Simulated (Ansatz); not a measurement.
**Ligand exchange: C2H5BrSi + GeH2(CH3)Cl → C2H5ClSi + GeH2(CH3)Br**

Species: C2H5BrSi `C=C[SiH2]Br`, singlet; GeH2(CH3)Cl, singlet; C2H5ClSi `C=C[SiH2]Cl`, singlet; GeH2(CH3)Br, singlet. The partners trade Br for Cl: Si–Br and Ge–Cl bonds give way to Si–Cl and Ge–Br.

Shapes, held fixed at every level: PBE0-D4/def2-TZVP. Flexible molecules stand in one conformer, not always the lowest. Programs: Ansatz 0.2.0. The zero-point and thermal change to 298 K, harmonic and unscaled (PBE0-D4/def2-TZVP), is +0.2 kJ/mol.

| level | kind | ΔH(298 K) (kJ/mol) | less CCSD(T)/def2-TZVPP |
| --- | --- | --- | --- |
| r2SCAN-D4/def2-TZVPP | meta-GGA | -10.7 | +0.1 |
| PBE0-D4/def2-TZVPP | global hybrid | -10.4 | +0.4 |
| wB97X-V/def2-TZVPP | range-separated hybrid | -10.6 | +0.2 |
| B2PLYP/def2-TZVPP | double hybrid | -11.3 | -0.5 |
| MP2/def2-SVP | perturbation theory | -10.3 | +0.5 |
| CCSD/def2-SVP | coupled cluster or CI | -10.3 | +0.5 |
| CCSD(T)/def2-TZVPP | coupled cluster or CI | -10.8 | 0.0 |

The highest level, CCSD(T)/def2-TZVPP, gives ΔH(298 K) = -10.8 kJ/mol; the levels span -11.3 to -10.3. The column of differences is taken from that level and isn't an error. No measured value is set beside it here. Relativity is left out for Br, Ge. Outer-core shells of Br, Ge are correlated in most correlated rows, in sets that cover them unevenly.
